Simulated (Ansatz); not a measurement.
Cost and result for the atomization energy of BFH₄O₂Si, SMILES `OB(O)[SiH2]F` (9 atoms, 8 bonds).

```xyz
9

O    -1.600    0.059   -0.865
B    -0.687    0.221    0.138
O    -1.107    0.760    1.307
Si    1.262   -0.346   -0.023
F     2.236    0.719    0.679
H    -1.241   -0.291   -1.682
H    -2.042    0.994    1.294
H     1.510   -1.670    0.608
H     1.668   -0.445   -1.455
```

Charge 0, multiplicity 1. Geometry: relaxed with PBE0-D4/def2-TZVP. It is one conformer, not always the lowest. Program: Ansatz. All runs use 2 threads of an Intel Xeon Platinum 8259CL on a shared host. Times are those of one run each, without the atoms' runs, and a repeat can differ threefold. Electronic energies, without spin–orbit coupling; frozen cores. CCSD(T)/CBS adds CCSD(T) − MP2 in def2-TZVPP to the MP2 limit, and its time is that of the two runs behind it. T1 = 0.013. HSE06 is the plane-wave form, built on full-range PBE exchange.

CCSD(T)/CBS is a level of theory with its own doubt, some kJ/mol a heavy atom from the limit and from the frozen cores, so smaller differences don't rank the functionals.

```tsv
level	functions	wall time
LDA (SPW92)/def2-TZVPP	222	1.8 s
revPBE-D4/def2-TZVPP	222	2.5 s
PBE-D4/def2-TZVPP (with forces)	222	3.6 s
PBE0-D4/def2-TZVPP	222	3.8 s
BHLYP-D4/def2-TZVPP	222	3.9 s
HSE06-D4/def2-TZVPP	222	4.3 s
r2SCAN-D4/def2-TZVPP (with forces)	222	5.5 s
r2SCANh-D4/def2-TZVPP	222	5.5 s
CCSD(T)/def2-SVP	94	5.5 s
ωB97X-V/def2-TZVPP	222	10 s
MP2/def2-QZVPP	418	25 s
CCSD(T)/def2-TZVPP	222	110 s
CCSD(T)/CBS(def2)	–	2.3 min
```

Problem. What atomization energy does each give, and how far from CCSD(T)/CBS? (Estimate.)

Solution. Computed: 
```
                             level  atomization (kcal/mol)  difference from CCSD(T)/CBS  per bond
            LDA (SPW92)/def2-TZVPP                   971.8                        123.8      15.5
              revPBE-D4/def2-TZVPP                   834.1                        -13.9      -1.7
   PBE-D4/def2-TZVPP (with forces)                   858.8                         10.8       1.4
                PBE0-D4/def2-TZVPP                   838.8                         -9.2      -1.1
               BHLYP-D4/def2-TZVPP                   814.8                        -33.2      -4.1
               HSE06-D4/def2-TZVPP                   839.5                         -8.5      -1.1
r2SCAN-D4/def2-TZVPP (with forces)                   849.1                          1.1       0.1
             r2SCANh-D4/def2-TZVPP                   841.5                         -6.5      -0.8
                  CCSD(T)/def2-SVP                   792.5                        -55.5      -6.9
                ωB97X-V/def2-TZVPP                   847.6                         -0.4       0.0
                    MP2/def2-QZVPP                   862.8                         14.8       1.8
                CCSD(T)/def2-TZVPP                   823.9                        -24.1      -3.0
                 CCSD(T)/CBS(def2)                   848.0                          0.0       0.0
```

The D4 term adds +5.8 kcal/mol with B3LYP and +3.0 kcal/mol with PBE0; it sums over pairs of atoms, weighted by their polarisabilities, and B3LYP, whose exchange is more repulsive, gets the larger term. Leaving LDA and LC-ωPBE aside and taking each functional with its dispersion term where it has one, the values spread over 44.1 kcal/mol, from BHLYP-D4 to PBE-D4. LDA lies +116.6 kcal/mol from PBE without D4, its usual overbinding. From r2SCAN to r2SCAN0 (25 % exact exchange), in def2-TZVPP and without D4, the atomization energy moves by −18.8 kcal/mol: exact exchange takes away binding that semilocal exchange gives to molecules.

B3LYP here is the variant with VWN-RPA as its local correlation; programs differ in this.
